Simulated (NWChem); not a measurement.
The numbers come from NWChem runs, not from measurements. System: Cl2Pb, charge 0, spin multiplicity 1, displaced from the optimised geometry. The structure started from a generated list of species. Level: BP86/def2-SVP with def2 effective core potentials on Pb.

The NWChem input:

```
start mol
memory heap 200 mb stack 900 mb global 1100 mb
geometry units angstroms nocenter noautoz
  Pb     0.000000     0.000000    -0.475085
  Cl     1.975012     0.000000     1.145793
  Cl    -1.975012     0.000000     1.145793
  symmetry group C2v
end
basis spherical
  * library def2-svp
end
ecp
  Pb library def2-ecp
end
dft
  xc becke88 perdew86
  semidirect memsize 60000000 filesize 0
  iterations 100
  convergence energy 1e-4 density 1e-3 gradient 5e-3
end
task dft gradient
```

Output (cleaned and shortened):

```
             Northwest Computational Chemistry Package (NWChem) 7.3.0
             --------------------------------------------------------

                                NWChem Input Module
                                -------------------

 Scaling coordinates for geometry "geometry" by  1.889725989
 (inverse scale =  0.529177249)

 Turning off AUTOSYM since
 SYMMETRY directive was detected!

                             Geometry "geometry" -> ""
                             -------------------------

 Output coordinates in angstroms (scale by  1.889725989 to convert to a.u.)

  No.       Tag          Charge          X              Y              Z
 ---- ---------------- ---------- -------------- -------------- --------------
    1 Pb                  82.0000     0.00000000     0.00000000    -0.47508500
    2 Cl                  17.0000     1.97501200     0.00000000     1.14579300
    3 Cl                  17.0000    -1.97501200     0.00000000     1.14579300

 Effective nuclear repulsion energy (a.u.)     616.1564212222

            Nuclear Dipole moment (a.u.)
            ----------------------------
        X                 Y               Z
 ---------------- ---------------- ----------------
     0.0000000000     0.0000000000    -0.0000151178

      Symmetry information
      --------------------

 Group name             C2v
 Group number             16
 Group order               4
 No. of unique centers     2

      Symmetry unique atoms

     1    2


 Summary of "ao basis" -> "" (spherical)
 ------------------------------------------------------------------------------
       Tag                 Description            Shells   Functions and Types
 ---------------- ------------------------------  ------  ---------------------
 *                          def2-svp                  on all atoms

 Summary of "ao basis" -> "ao basis" (spherical)
 ------------------------------------------------------------------------------
       Tag                 Description            Shells   Functions and Types
 ---------------- ------------------------------  ------  ---------------------
 Pb                         def2-svp                10       26   4s4p2d
 Cl                         def2-svp                 8       18   4s3p1d

 Summary of "ao basis" -> "ao basis" (spherical)
 ------------------------------------------------------------------------------
       Tag                 Description            Shells   Functions and Types
 ---------------- ------------------------------  ------  ---------------------
 Pb                         def2-svp                10       26   4s4p2d
 Cl                         def2-svp                 8       18   4s3p1d

      Symmetry analysis of basis
      --------------------------

        a1         25
        a2          7
        b1         19
        b2         11

            General Information
            -------------------
          SCF calculation type: DFT
          Wavefunction type:  closed shell.
          No. of atoms     :     3
          No. of electrons :    56
           Alpha electrons :    28
            Beta electrons :    28
          Charge           :     0
          Spin multiplicity:     1
          Use of symmetry is: on ; symmetry adaption is: on
          Maximum number of iterations: 100
          AO basis - number of functions:    62
                     number of shells:    26
          Convergence on energy requested:  1.00D-04
          Convergence on density requested:  1.00D-03
          Convergence on gradient requested:  5.00D-03

              XC Information
              --------------
                    Becke 1988 Exchange Functional  1.000
                Perdew 1981 Correlation Functional  1.000 local
                Perdew 1986 Correlation Functional  1.000 non-local

             Grid Information
             ----------------
          Grid used for XC integration:  medium
          Radial quadrature: Mura-Knowles
          Angular quadrature: Lebedev.
          Tag              B.-S. Rad. Rad. Pts. Rad. Cut. Ang. Pts.
          ---              ---------- --------- --------- ---------
          Pb                  1.80      123           8.0       590
          Cl                  1.00       88          10.0       590
          Grid pruning is: on
          Number of quadrature shells:   211
          Spatial weights used:  Erf1

          Convergence Information
          -----------------------
          Convergence aids based upon iterative change in
          total energy or number of iterations.
          Levelshifting, if invoked, occurs when the
          HOMO/LUMO gap drops below (HL_TOL):  1.00D-02
          DIIS, if invoked, will attempt to extrapolate
          using up to (NFOCK): 10 stored Fock matrices.

                    Damping( 0%)  Levelshifting(0.5)       DIIS
                  --------------- ------------------- ---------------
          dE  on:    start            ASAP                start
          dE off:    2 iters        100 iters           100 iters

      Screening Tolerance Information
      -------------------------------
          Density screening/tol_rho:  1.00D-10
          AO Gaussian exp screening on grid/accAOfunc:   9
          CD Gaussian exp screening on grid/accCDfunc:  20
          XC Gaussian exp screening on grid/accXCfunc:  20
          Schwarz screening/accCoul:  1.00D-08

      Superposition of Atomic Density Guess
      -------------------------------------

 Sum of atomic energies:       -1138.00713167

      Non-variational initial energy
      ------------------------------
[...]
   convergence    iter        energy       DeltaE   RMS-Dens  Diis-err    time
 ---------------- ----- ----------------- --------- --------- ---------  ------
 d= 0,ls=0.0,diis     1  -1113.2220346141 -1.31D+03  5.00D-02  6.11D-01     1.1
 d= 0,ls=0.0,diis     2  -1112.1679456051  1.05D+00  3.64D-02  5.70D+00     1.2
 d= 0,ls=0.0,diis     3  -1113.3285934339 -1.16D+00  2.89D-03  1.56D-02     1.3
 d= 0,ls=0.0,diis     4  -1113.3308304672 -2.24D-03  1.02D-03  4.74D-03     1.3
 d= 0,ls=0.0,diis     5  -1113.3314874410 -6.57D-04  1.79D-04  1.43D-04     1.4
  Resetting Diis
 d= 0,ls=0.0,diis     6  -1113.3315068142 -1.94D-05  6.06D-05  1.20D-05     1.5
 d= 0,ls=0.0,diis     7  -1113.3315095883 -2.77D-06  3.22D-05  3.33D-07     1.6

         Total DFT energy =    -1113.331509588298
      One electron energy =    -1994.004844198362
           Coulomb energy =      759.835556400988
    Exchange-Corr. energy =      -72.801835096559
 Nuclear repulsion energy =      193.639613305635

 Numeric. integr. density =       55.999974348947

     Total iterative time =      1.1s

                  Occupations of the irreducible representations
                  ----------------------------------------------

                     irrep           alpha         beta
                     --------     --------     --------
                     a1               12.0         12.0
                     a2                3.0          3.0
                     b1                9.0          9.0
                     b2                4.0          4.0

                       DFT Final Molecular Orbital Analysis
                       ------------------------------------

 Vector   26  Occ=2.000000D+00  E=-2.586641D-01  Symmetry=a2
              MO Center=  1.8D-13,  1.1D-15,  1.1D+00, r^2= 5.0D+00
   Bfn.  Coefficient  Atom+Function         Bfn.  Coefficient  Atom+Function
  ----- ------------  ---------------      ----- ------------  ---------------
    38      0.466644  2 Cl py                56     -0.466644  3 Cl py
    35      0.333608  2 Cl py                53     -0.333608  3 Cl py
    32      0.196495  2 Cl py                50     -0.196495  3 Cl py
    17     -0.067251  1 Pb d -2              22      0.051537  1 Pb d -2

 Vector   27  Occ=2.000000D+00  E=-2.520650D-01  Symmetry=a1
              MO Center= -2.5D-12, -1.5D-16,  9.6D-01, r^2= 5.1D+00
   Bfn.  Coefficient  Atom+Function         Bfn.  Coefficient  Atom+Function
  ----- ------------  ---------------      ----- ------------  ---------------
    39      0.455878  2 Cl pz                57      0.455878  3 Cl pz
    36      0.325714  2 Cl pz                54      0.325714  3 Cl pz
     3      0.223741  1 Pb s                 33      0.191372  2 Cl pz
    51      0.191372  3 Cl pz                 1     -0.150058  1 Pb s
     4      0.142580  1 Pb s                 13     -0.143222  1 Pb pz

 Vector   28  Occ=2.000000D+00  E=-2.518841D-01  Symmetry=b1
              MO Center=  2.5D-12, -5.3D-16,  1.1D+00, r^2= 5.1D+00
   Bfn.  Coefficient  Atom+Function         Bfn.  Coefficient  Atom+Function
  ----- ------------  ---------------      ----- ------------  ---------------
    37      0.377064  2 Cl px                55      0.377064  3 Cl px
    39     -0.273990  2 Cl pz                57      0.273990  3 Cl pz
    34      0.271015  2 Cl px                52      0.271015  3 Cl px
    36     -0.202564  2 Cl pz                54      0.202564  3 Cl pz
    31      0.158879  2 Cl px                49      0.158879  3 Cl px

 Vector   29  Occ=0.000000D+00  E=-1.446253D-01  Symmetry=b2
              MO Center= -1.2D-14,  2.3D-15, -3.2D-01, r^2= 3.8D+00
   Bfn.  Coefficient  Atom+Function         Bfn.  Coefficient  Atom+Function
  ----- ------------  ---------------      ----- ------------  ---------------
    12      0.645491  1 Pb py                15      0.471118  1 Pb py
    38     -0.229999  2 Cl py                56     -0.229999  3 Cl py
     9     -0.203734  1 Pb py                 6     -0.197362  1 Pb py
    35     -0.147989  2 Cl py                53     -0.147989  3 Cl py
    32     -0.085416  2 Cl py                50     -0.085416  3 Cl py

 Vector   30  Occ=0.000000D+00  E=-7.678284D-02  Symmetry=a1
              MO Center=  1.3D-15, -8.3D-16, -2.9D-01, r^2= 4.6D+00
   Bfn.  Coefficient  Atom+Function         Bfn.  Coefficient  Atom+Function
  ----- ------------  ---------------      ----- ------------  ---------------
    16      0.602953  1 Pb pz                13      0.561856  1 Pb pz
     3      0.489365  1 Pb s                 37      0.322790  2 Cl px
    55     -0.322790  3 Cl px                 1     -0.207904  1 Pb s
    34      0.185714  2 Cl px                52     -0.185714  3 Cl px
    10     -0.177939  1 Pb pz                 7     -0.171405  1 Pb pz

 Vector   31  Occ=0.000000D+00  E=-6.437119D-02  Symmetry=b1
              MO Center=  4.0D-15, -1.5D-16, -4.4D-01, r^2= 4.6D+00
   Bfn.  Coefficient  Atom+Function         Bfn.  Coefficient  Atom+Function
  ----- ------------  ---------------      ----- ------------  ---------------
    14      0.689701  1 Pb px                11      0.574700  1 Pb px
    39      0.289080  2 Cl pz                57     -0.289080  3 Cl pz
    30     -0.218039  2 Cl s                 48      0.218039  3 Cl s
     8     -0.184185  1 Pb px                 5     -0.177317  1 Pb px
    36      0.161728  2 Cl pz                54     -0.161728  3 Cl pz

 center of mass
 --------------
 x =   0.00000000 y =   0.00000000 z =  -0.12696643

 moments of inertia (a.u.)
 ------------------
         491.035909115798           0.000000000000           0.000000000000
           0.000000000000        1465.236738069892           0.000000000000
           0.000000000000           0.000000000000         974.200828954093

     Multipole analysis of the density
     ---------------------------------

     L   x y z        total         alpha         beta         nuclear
     -   - - -        -----         -----         ----         -------
     0   0 0 0     -0.000000    -28.000000    -28.000000     56.000000

     1   1 0 0      0.000000      0.000000      0.000000      0.000000
     1   0 1 0     -0.000000     -0.000000     -0.000000      0.000000
     1   0 0 1     -1.717653    -27.792233    -27.792233     53.866813

     2   2 0 0    -45.197217   -259.400993   -259.400993    473.604768
     2   1 1 0      0.000000      0.000000      0.000000      0.000000
     2   1 0 1     -0.000000     -0.000000     -0.000000      0.000000
     2   0 2 0    -36.478093    -18.239047    -18.239047      0.000000
     2   0 1 1     -0.000000     -0.000000     -0.000000      0.000000
     2   0 0 2    -39.620095   -108.376265   -108.376265    177.132436

            General Information
            -------------------
          SCF calculation type: DFT
          Wavefunction type:  closed shell.
          No. of atoms     :     3
          No. of electrons :    56
           Alpha electrons :    28
            Beta electrons :    28
          Charge           :     0
          Spin multiplicity:     1
          Use of symmetry is: on ; symmetry adaption is: on
          Maximum number of iterations: 100
          AO basis - number of functions:    62
                     number of shells:    26
          Convergence on energy requested:  1.00D-04
          Convergence on density requested:  1.00D-03
          Convergence on gradient requested:  5.00D-03

              XC Information
              --------------
                    Becke 1988 Exchange Functional  1.000
                Perdew 1981 Correlation Functional  1.000 local
                Perdew 1986 Correlation Functional  1.000 non-local

             Grid Information
             ----------------
          Grid used for XC integration:  medium
          Radial quadrature: Mura-Knowles
          Angular quadrature: Lebedev.
          Tag              B.-S. Rad. Rad. Pts. Rad. Cut. Ang. Pts.
          ---              ---------- --------- --------- ---------
          Pb                  1.80      123           8.0       590
          Cl                  1.00       88          10.0       590
          Grid pruning is: on
          Number of quadrature shells:   211
          Spatial weights used:  Erf1

          Convergence Information
          -----------------------
          Convergence aids based upon iterative change in
          total energy or number of iterations.
          Levelshifting, if invoked, occurs when the
          HOMO/LUMO gap drops below (HL_TOL):  1.00D-02
          DIIS, if invoked, will attempt to extrapolate
          using up to (NFOCK): 10 stored Fock matrices.

                    Damping( 0%)  Levelshifting(0.5)       DIIS
                  --------------- ------------------- ---------------
          dE  on:    start            ASAP                start
          dE off:    2 iters        100 iters           100 iters

      Screening Tolerance Information
      -------------------------------
          Density screening/tol_rho:  1.00D-10
          AO Gaussian exp screening on grid/accAOfunc:   9
          CD Gaussian exp screening on grid/accCDfunc:  20
          XC Gaussian exp screening on grid/accXCfunc:  20
          Schwarz screening/accCoul:  1.00D-08

                            NWChem DFT Gradient Module
                            --------------------------

  charge          =   0.00
  wavefunction    = closed shell

  Using symmetry

                         DFT ENERGY GRADIENTS

    atom               coordinates                        gradient
                 x          y          z           x          y          z
   1 Pb      0.000000   0.000000  -0.897780    0.000000   0.000000  -0.012706
   2 Cl      3.732232   0.000000   2.165235    0.007134   0.000000   0.006353
   3 Cl     -3.732232   0.000000   2.165235   -0.007134   0.000000   0.006353

                 ----------------------------------------
                 |  Time  |  1-e(secs)   |  2-e(secs)   |
                 ----------------------------------------
                 |  CPU   |       0.02   |       1.47   |
                 ----------------------------------------
                 |  WALL  |       0.02   |       1.47   |
                 ----------------------------------------

 Task  times  cpu:        3.2s     wall:        3.2s

 Total times  cpu:        3.2s     wall:        3.2s
```
